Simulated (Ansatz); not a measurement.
Here is a job for Ansatz (a first-principles code).
Ansatz 0.2 input:
```yaml
crystal:
  periodic: [false, false, false]
  atoms:
    - {symbol: C, position_ang: [0.00000000, 0.00000000, -0.00000000]}
    - {symbol: F, position_ang: [0.76156680, 0.76669051, 0.74768414]}
    - {symbol: F, position_ang: [-0.74940203, -0.75691441, 0.76961488]}
    - {symbol: F, position_ang: [-0.76791520, 0.75064431, -0.75740957]}
    - {symbol: F, position_ang: [0.75575043, -0.76042041, -0.75988945]}
basis:
  gaussian:
    orbitals: 6-31G*
hamiltonian:
  xc: cam_b3lyp
```

Problem. What is the computed total energy (CAM-B3LYP/6-31G* (Ansatz))?

Solution. -437.375820 Ha

Problem. Estimate the number of basis functions that CAM-B3LYP/6-31G* returns for this input.

Solution. 75
